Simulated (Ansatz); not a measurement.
One change: `[CH3][Mo]([NH2])(=[S])=[S]` becomes `[NH2][Mo](=[S])(=[S])[Cl]`.

Ansatz, PBE0-D4/def2-TZVP geometries, multiplicity 1. Each molecule was computed in one conformer, which needn't be the lowest.

Elements past krypton have def2 core potentials.

| property | `[CH3][Mo]([NH2])(=[S])=[S]` |
| --- | --- |
| HOMO–LUMO gap (PBE/def2-TZVPP) / eV | 2.53 |
| size of the dipole moment (B3LYP/def2-TZVPP) / D | 3.52 |
| HOMO energy (ωB97M-V/def2-TZVPP) / eV | -9.11 |
| size of the dipole moment (PBE/def2-TZVPP) / D | 3.54 |
| HOMO energy (PBE0/def2-TZVPP) / eV | -7.12 |
| LUMO energy (ωB97M-V/def2-TZVPP) / eV | -0.82 |

What does the change do to each property? (Best estimate.)

Ansatz gave: 
| property | `[NH2][Mo](=[S])(=[S])[Cl]` | shift |
| --- | --- | --- |
| HOMO–LUMO gap (PBE/def2-TZVPP) / eV | 2.37 | -0.16 |
| size of the dipole moment (B3LYP/def2-TZVPP) / D | 3.38 | -0.14 |
| HOMO energy (ωB97M-V/def2-TZVPP) / eV | -9.37 | -0.26 |
| size of the dipole moment (PBE/def2-TZVPP) / D | 3.40 | -0.14 |
| HOMO energy (PBE0/def2-TZVPP) / eV | -7.40 | -0.28 |
| LUMO energy (ωB97M-V/def2-TZVPP) / eV | -1.35 | -0.53 |

With PBE0 the HOMO falls by 0.28 eV and the LUMO falls by 0.50 eV, so the gap narrows by about 0.22 eV. PBE moves the HOMO by -0.26 eV and ωB97M-V by -0.26 eV. The zero-point energy changes by -89.9 kJ/mol with -9 modes. Dipoles are sizes alone; their direction can turn.

B3LYP here is the variant with VWN-RPA as its local correlation; programs differ in this.
